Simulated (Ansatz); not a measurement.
```yaml
crystal:
  periodic: [false, false, false]
  atoms:
    - {symbol: C, position_ang: [-0.894575, -0.062144, -2.520046]}
    - {symbol: C, position_ang: [-0.517637, 0.670832, -1.329702]}
    - {symbol: P, position_ang: [-0.585130, -0.181899, 0.446539]}
    - {symbol: C, position_ang: [-1.862140, -0.773005, 0.667530]}
    - {symbol: C, position_ang: [-3.206361, -0.494266, 0.866063]}
    - {symbol: C, position_ang: [-0.124176, 1.152574, 1.150903]}
    - {symbol: C, position_ang: [1.062604, 2.231819, 1.381219]}
    - {symbol: Ag, position_ang: [1.353852, -1.857378, 0.325670]}
    - {symbol: S, position_ang: [3.075741, -3.084161, -0.075981]}
    - {symbol: C, position_ang: [4.582007, -2.038084, -0.740579]}
    - {symbol: H, position_ang: [-0.232485, -0.580215, -2.499056]}
    - {symbol: H, position_ang: [-1.135196, 0.618759, -3.269414]}
    - {symbol: H, position_ang: [-2.098384, -0.579474, -2.447240]}
    - {symbol: H, position_ang: [0.026023, 1.499000, -1.582165]}
    - {symbol: H, position_ang: [-1.586336, 1.332983, -0.961610]}
    - {symbol: H, position_ang: [-1.617696, -1.340212, 1.896656]}
    - {symbol: H, position_ang: [-2.156037, -1.796985, 0.153185]}
    - {symbol: H, position_ang: [-3.601695, 0.214403, -0.264839]}
    - {symbol: H, position_ang: [-4.029404, -0.711615, 1.082393]}
    - {symbol: H, position_ang: [-3.190616, 0.593487, 1.719004]}
    - {symbol: H, position_ang: [-1.000995, 1.795423, 1.361872]}
    - {symbol: H, position_ang: [-0.407304, 0.633779, 2.598205]}
    - {symbol: H, position_ang: [0.989759, 2.367915, 0.345323]}
    - {symbol: H, position_ang: [1.173513, 2.732040, 2.148324]}
    - {symbol: H, position_ang: [2.052149, 1.260235, 1.243183]}
    - {symbol: H, position_ang: [5.835146, -2.618495, -0.939129]}
    - {symbol: H, position_ang: [4.800715, -1.475599, 0.172296]}
    - {symbol: H, position_ang: [4.467780, -1.528684, -1.403448]}
basis:
  gaussian: {orbitals: def2-TZVPP, final_grid: {core_spheres: 1, valence_spheres: 1, degree: 3}}
hamiltonian: {xc: {name: wB97M-V}}
output: {forces: true}
```

```sh
$ ansatz run in.yaml --threads 11 --pin off --events-out ev --progress --plain --max-ram 166912MiB --backend cuda --devices 0, --max-vram 75GiB
```

Output, abridged:

```
Functional definition: wB97M-V
3257 factors; their error is unknown
803 factors; integrals over basis functions are off by at most 1.6e-5 eV
mean field evaluation 1: about -31636.8702 eV, gradient 8.2e1 eV
mean field evaluation 2: about -31639.8157 eV, gradient 7.8e1 eV
mean field evaluation 4: about -31652.5850 eV, gradient 4.5e0 eV
mean field evaluation 8: about -31703.8464 eV, gradient 1.0e2 eV
mean field evaluation 16: about -31723.6958 eV, gradient 5.4e-1 eV
mean field evaluation 32: about -31723.6976 eV, gradient 1.2e-4 eV
a density is far from that of the atoms, so the factors are made again for it
4091 factors; integrals over basis functions are off by at most 8.0e-4 eV
803 factors; integrals over basis functions are off by at most 1.6e-5 eV
mean field -31723.69549299 eV, -1165.8243062741 hartree, gradient 1.6e-5 eV, S^2 0.000000; 0 other end points of the search recorded, 0 dependent functions left out
reference -31723.69589995 eV, -1165.8243212297 hartree; 55, 55 occupied and 554, 554 virtual orbitals, 4091 factors
Total energy: -31723.69589995 eV, -1165.8243212297 hartree
Atom 0 at    -0.894575    -0.062144    -2.520046 Å, force   -31.256367    43.311637    14.442192 eV/Å
Atom 1 at    -0.517637     0.670832    -1.329702 Å, force    -9.815413   -10.418407    -5.823923 eV/Å
Atom 2 at    -0.585130    -0.181899     0.446539 Å, force    17.323675    42.298585   -11.247720 eV/Å
Atom 3 at    -1.862140    -0.773005     0.667530 Å, force   -41.711399   -65.231062    13.058328 eV/Å
Atom 4 at    -3.206361    -0.494266     0.866063 Å, force    30.447321    31.216743    -9.737984 eV/Å
Atom 5 at    -0.124176     1.152574     1.150903 Å, force     7.704916    10.575251     8.625554 eV/Å
Atom 6 at     1.062604     2.231819     1.381219 Å, force   -14.539440   -18.059677    -9.573974 eV/Å
Atom 7 at     1.353852    -1.857378     0.325670 Å, force    -8.037075     8.231176     2.066997 eV/Å
Atom 8 at     3.075741    -3.084161    -0.075981 Å, force    11.170681    -2.049915    -8.168191 eV/Å
Atom 9 at     4.582007    -2.038084    -0.740579 Å, force     6.360698   -18.421824    24.101045 eV/Å
Atom 10 at    -0.232485    -0.580215    -2.499056 Å, force    27.589826   -29.429591     1.836902 eV/Å
Atom 11 at    -1.135196     0.618759    -3.269414 Å, force     2.620555    -4.809083     0.901475 eV/Å
Atom 12 at    -2.098384    -0.579474    -2.447240 Å, force     6.413657     1.434526    -0.142532 eV/Å
Atom 13 at     0.026023     1.499000    -1.582165 Å, force    -2.485428    -4.812445     4.425963 eV/Å
Atom 14 at    -1.586336     1.332983    -0.961610 Å, force     5.341250    -3.897145    -3.145646 eV/Å
Atom 15 at    -1.617696    -1.340212     1.896656 Å, force    -1.505594     3.986773    -5.028919 eV/Å
Atom 16 at    -2.156037    -1.796985     0.153185 Å, force     0.841813     8.494218     4.867785 eV/Å
Atom 17 at    -3.601695     0.214403    -0.264839 Å, force     2.964234    -3.600596     4.865596 eV/Å
Atom 18 at    -4.029404    -0.711615     1.082393 Å, force    -3.953120    -4.534991    -0.480776 eV/Å
Atom 19 at    -3.190616     0.593487     1.719004 Å, force     0.602059    -4.097095    -4.139686 eV/Å
Atom 20 at    -1.000995     1.795423     1.361872 Å, force     6.857630    -5.277068    -3.892977 eV/Å
Atom 21 at    -0.407304     0.633779     2.598205 Å, force     1.137897     1.203077    -4.881414 eV/Å
Atom 22 at     0.989759     2.367915     0.345323 Å, force     2.019565     2.208255     5.741306 eV/Å
Atom 23 at     1.173513     2.732040     2.148324 Å, force     1.957025     0.118905    -0.142036 eV/Å
Atom 24 at     2.052149     1.260235     1.243183 Å, force    -4.766245     6.193247     1.543289 eV/Å
Atom 25 at     5.835146    -2.618495    -0.939129 Å, force    -7.873109     2.381277     1.053742 eV/Å
Atom 26 at     4.800715    -1.475599     0.172296 Å, force     0.243199    -2.512833    -5.523422 eV/Å
Atom 27 at     4.467780    -1.528684    -1.403448 Å, force    -5.652811    15.498063   -15.600972 eV/Å
Dipole moment:    -1.485601     1.004171     0.555210 e Å
```

(1) What is wrong with this run?

Answers

(1) The integration grid is far too coarse. The calculation finished and met its thresholds. The result belongs to that input, not to the molecule as meant.
